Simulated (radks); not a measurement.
Values are calculated unless marked as measured or tabulated.
Valence configurations of Er+ (all share [Xe]). Level of theory: scalar-relativistic Kohn-Sham, BLYP, spin-polarised, spherical densities, point nucleus; open shells are filled with parallel spins first (spin-orbit coupling, left out, can overturn this in heavy ions) (a radial shooting solver on a logarithmic mesh with Libxc functionals). Energies are relative to 4f12 6s1; eigenvalues in eV for spin up.

| valence | E (eV) | moment (Bohr magnetons) | e(4f) | e(5d) | e(6p) | e(6s) |
|---|---|---|---|---|---|---|
| 4f12 6s1 | 0.000 | 3 | -10.222 | - | - | -9.388 |
| 4f13 | 2.813 | 1 | -4.072 | - | - | - |
| 4f11.5 6s1 6p0.5 | 2.394 | 4 | -15.090 | - | -6.548 | -10.622 |
| 4f12 6p1 | 3.741 | 3 | -11.615 | - | -6.379 | - |
| 4f12.5 6s0.5 | 0.926 | 2 | -6.688 | - | - | -8.550 |
| 4f11 6s2 | 2.939 | 3 | -19.123 | - | - | -10.662 |
| 4f11 5d1 6s1 | 3.816 | 5 | -16.842 | -8.467 | - | -10.213 |
| 4f11 6s1 6p1 | 6.688 | 5 | -20.393 | - | -7.354 | -11.802 |
| 4f12 6s0.5 6p0.5 | 1.865 | 3 | -10.928 | - | -6.038 | -9.781 |
| 4f12 5d0.5 6s0.5 | 1.285 | 3 | -9.446 | -6.399 | - | -9.026 |

NIST lists [Xe] 4f12 6s1 as the ground configuration; this level of theory agrees among the configurations tried. The energies are those of spherical high-spin densities, not of single terms.
